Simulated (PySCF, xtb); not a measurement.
Relative energy of two isomers of FH3NSb

Structure I is `[NH3+][Sb-][F]`, a singlet and structure II is `[NH2][SbH][F]`, a singlet. Both are isolated molecules in the gas phase, relaxed with B3LYP-D4/def2-SVP, each in the lowest conformer that the search found.

Problem. Estimate which is lower in electronic energy at CCSD(T)/def2-SVP + ΔMP2/def2-TZVPP, and by roughly how much.

Solution. The CCSD(T)/def2-SVP + ΔMP2/def2-TZVPP calculation puts structure II lower, by 70.0 kJ/mol.

Level by level:

```
                             level           geometry  E(II) − E(I) (kJ/mol)  departure from the last row (kJ/mol)  job, with rough time for the two
                 B3LYP-D4/def2-SVP  B3LYP-D4/def2-SVP                   −49.1                                 +20.9             optimisation, 2.1 min
                       HF/def2-SVP  B3LYP-D4/def2-SVP                   −31.7                                 +38.3           part of the CCSD(T) run
                      MP2/def2-SVP  B3LYP-D4/def2-SVP                   −52.1                                 +17.9           part of the CCSD(T) run
                  CCSD(T)/def2-SVP  B3LYP-D4/def2-SVP                   −48.2                                 +21.8                      single point
CCSD(T)/def2-SVP + ΔMP2/def2-TZVPP  B3LYP-D4/def2-SVP                   −70.0                                                      single point, 35 s
```

As drawn, II has 1 Sb–H in place of 1 N–H.

The levels shown agree on the order. The largest departure from CCSD(T)/def2-SVP + ΔMP2/def2-TZVPP is that of HF/def2-SVP, 38.3 kJ/mol. Levels run at GFN2-xTB geometries aren't shown. The last row adds to CCSD(T) the change of the MP2 difference between the two basis sets, here −21.8 kJ/mol, a large step that makes the value less sure.

With thermal terms from frequencies at re-optimised GFN2-xTB minima (ideal gas, soft modes damped towards free rotors, one conformer each, 298.15 K, 1 atm): the zero-point term adds −13.8 kJ/mol; ΔH is −85.5 and ΔG −80.3 kJ/mol.

The correlated steps freeze 6 core orbitals; the filled d shell of Sb is correlated, in a basis made for valence electrons. Atoms past krypton carry core potentials in the def2 sets and no spin–orbit term is included. Run with PySCF 2.14.0, xtb 6.7.1; the last row on 2 threads of Arm Neoverse V1 on a shared host.
